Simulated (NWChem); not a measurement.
System: GeF₂, singlet; SMILES [F][Ge][F]

NWChem input:

```
start job
memory heap 200 mb stack 900 mb global 1100 mb
geometry units angstroms noautoz
  Ge     0.000000     0.000000     0.396074
  F     -1.310516     0.000000    -0.759382
  F      1.310516     0.000000    -0.759382
end
basis spherical
  * library def2-svpd
end
dft
  xc b3lyp
  iterations 150
  vectors input atomic output neutral.movecs
end
task dft energy
charge 1
dft
  odft
  mult 2
  vectors input atomic output cation.movecs
end
task dft energy
```

Output (shortened):

```
             Northwest Computational Chemistry Package (NWChem) 7.3.0
             --------------------------------------------------------

 C2V symmetry detected

                             Geometry "geometry" -> ""
                             -------------------------

 Output coordinates in angstroms (scale by  1.889725989 to convert to a.u.)

  No.       Tag          Charge          X              Y              Z
 ---- ---------------- ---------- -------------- -------------- --------------
    1 Ge                  32.0000     0.00000000     0.00000000     0.41596416
    2 F                    9.0000    -1.31051600     0.00000000    -0.73949184
    3 F                    9.0000     1.31051600     0.00000000    -0.73949184

 Effective nuclear repulsion energy (a.u.)     190.8127167508

      Symmetry information
      --------------------

 Group name             C2v
 Group number             16
 Group order               4
 No. of unique centers     2

                                 NWChem DFT Module
                                 -----------------

 Summary of "ao basis" -> "ao basis" (spherical)
 ------------------------------------------------------------------------------
       Tag                 Description            Shells   Functions and Types
 ---------------- ------------------------------  ------  ---------------------
 Ge                        def2-svpd                14       38   6s4p4d
 F                         def2-svpd                 9       23   4s3p2d

      Symmetry analysis of basis
      --------------------------

        a1         34
        a2         11
        b1         24
        b2         15

            General Information
            -------------------
          SCF calculation type: DFT
          Wavefunction type:  closed shell.
          No. of atoms     :     3
          No. of electrons :    50
           Alpha electrons :    25
            Beta electrons :    25
          Charge           :     0
          Spin multiplicity:     1
          Use of symmetry is: on ; symmetry adaption is: on
          Maximum number of iterations: 150
          AO basis - number of functions:    84
                     number of shells:    32
          Convergence on energy requested:  1.00D-06
          Convergence on density requested:  1.00D-05
          Convergence on gradient requested:  5.00D-04

              XC Information
              --------------
                         B3LYP Method XC Potential
                     Hartree-Fock (Exact) Exchange  0.200
                        Slater Exchange Functional  0.800 local
                    Becke 1988 Exchange Functional  0.720 non-local
              Lee-Yang-Parr Correlation Functional  0.810
                  VWN I RPA Correlation Functional  0.190 local

             Grid Information
             ----------------
          Grid used for XC integration:  medium
          Radial quadrature: Mura-Knowles
          Angular quadrature: Lebedev.
          Tag              B.-S. Rad. Rad. Pts. Rad. Cut. Ang. Pts.
          ---              ---------- --------- --------- ---------
          Ge                  1.25      112           9.0       590
          F                   0.50       49          10.0       434
          Grid pruning is: on
          Number of quadrature shells:   161
          Spatial weights used:  Erf1

      Superposition of Atomic Density Guess
      -------------------------------------

 Sum of atomic energies:       -2273.63811549

      Non-variational initial energy
      ------------------------------

 Total energy =   -2273.650879
 1-e energy   =   -3553.423726
 2-e energy   =    1088.960130
 HOMO         =      -0.345554
 LUMO         =      -0.034284

      Symmetry analysis of molecular orbitals - initial
      -------------------------------------------------

  Numbering of irreducible representations:

     1 a1          2 a2          3 b1          4 b2

  Orbital symmetries:

     1 a1          2 a1          3 b1          4 a1          5 b2
     6 a1          7 b1          8 a1          9 b1         10 a1
    11 b2         12 a1         13 b1         14 a1         15 a2
    16 b2         17 a1         18 b1         19 a1         20 b1
    21 a1         22 b2         23 a2         24 b1         25 a1
    26 b2         27 b1         28 a1         29 a1         30 b1
    31 a1         32 b2         33 a2         34 a1         35 b2

   convergence    iter        energy       DeltaE   RMS-Dens  Diis-err
 ---------------- ----- ----------------- --------- --------- ---------
 d= 0,ls=0.0,diis     1  -2276.2998032564 -2.47D+03  2.64D-02  9.24D-01
 d= 0,ls=0.0,diis     2  -2275.9765032504  3.23D-01  1.23D-02  4.81D+00
 d= 0,ls=0.0,diis     3  -2276.4130352799 -4.37D-01  7.62D-04  1.53D-02
 d= 0,ls=0.0,diis     4  -2276.4137198729 -6.85D-04  3.59D-04  3.31D-03
 d= 0,ls=0.0,diis     5  -2276.4138501684 -1.30D-04  1.51D-04  1.46D-04
  Resetting Diis
 d= 0,ls=0.0,diis     6  -2276.4138594430 -9.27D-06  1.80D-05  3.28D-07
 d= 0,ls=0.0,diis     7  -2276.4138594809 -3.79D-08  1.38D-06  4.69D-09

         Total DFT energy =    -2276.413859480870
      One electron energy =    -3552.638657644872
           Coulomb energy =     1185.430963837439
    Exchange-Corr. energy =     -100.018882424273
 Nuclear repulsion energy =      190.812716750837

 Numeric. integr. density =       50.000005327293

                  Occupations of the irreducible representations
                  ----------------------------------------------

                     irrep           alpha         beta
                     --------     --------     --------
                     a1               12.0         12.0
                     a2                2.0          2.0
                     b1                7.0          7.0
                     b2                4.0          4.0

[...]
```

Level: B3LYP/def2-SVPD, vertical spin-unrestricted ions. Low-valent species are run as closed-shell singlets; no triplet was tried in these runs. Structure relaxed at the PBE0/def2-SVP level.
